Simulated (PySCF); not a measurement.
## Radial density of Ar(3+) (argon, charge +3)

revPBE, [Ne] 3s2 3p3, high-spin 4S determinant. Calculation: PySCF 2.14, in dyall-acv3z; no relativity, point nucleus.

```
r (bohr)  4πr²ρ (e/bohr)  4πr²(ρα − ρβ)
 0.00132         0.08024         0.0000
 0.00222          0.2198         0.0000
 0.00373          0.5888         0.0000
 0.00627           1.520        -0.0001
  0.0105           3.687        -0.0001
  0.0177           8.056         0.0004
  0.0298           14.79         0.0049
  0.0502           20.45         0.0320
  0.0844           18.75         0.1459
   0.142           14.40         0.4388
   0.239           19.62         0.6404
   0.402           17.01         0.1085
   0.676           5.082         0.5921
    1.14           4.621         2.5667
    1.91           1.649         1.0627
    3.22         0.05300         0.0406
    5.41       6.565e-05         0.0001
```
